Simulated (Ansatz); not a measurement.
Geometry optimisation, RKS B3LYP-D4/def2-SVP in Ansatz 0.2.0.

Input file:

```yaml
crystal:
  periodic: [false, false, false]
  atoms:
    - { symbol: Ge, position_ang: [0.116764, 0.046748, 0.204174] }
    - { symbol: H, position_ang: [0.476619, -0.014743, 1.680586] }
    - { symbol: F, position_ang: [1.791374, 0.02785, -0.055926] }
    - { symbol: Cl, position_ang: [-0.840487, 1.735406, -0.669837] }
    - { symbol: F, position_ang: [-0.60517, -1.354662, -0.494197] }
basis:
  gaussian: { orbitals: def2-SVP }
hamiltonian:
  xc: b3lyp
  dispersion: d4
relax:
  f_tol: 0.03
  max_steps: 50
output:
  orbitals: {}
```

Command:

```bash
$ ansatz run input.yaml --threads 1 --pin off --max-ram 2048MiB --backend cpu --events-out ev --progress --plain --runs-dir out
```

Where does it end, and by what steps?

The forces met the threshold. After 4 steps the energy has fallen by 0.441 eV; H2 moved furthest, 0.30 Å.

```csv
step,energy less start (eV),largest force component (eV/Å),accepted
0,0.0000,1.502,yes
1,-0.3774,0.416,yes
2,-0.4317,0.370,yes
3,-0.4372,0.232,yes
4,-0.4407,0.022,yes
```

```xyz
5
Properties=species:S:1:pos:R:3
Ge 0.209 0.044 0.241
H 0.188 -0.004 1.765
F 1.836 0.029 -0.336
Cl -0.774 1.747 -0.590
F -0.519 -1.376 -0.415
```

Whether the end is a true minimum wasn't checked by a vibrational analysis.

Time of the run: 22 s on 1 thread of Arm Neoverse V1, with other jobs on the host, peak memory 0.17 GiB.
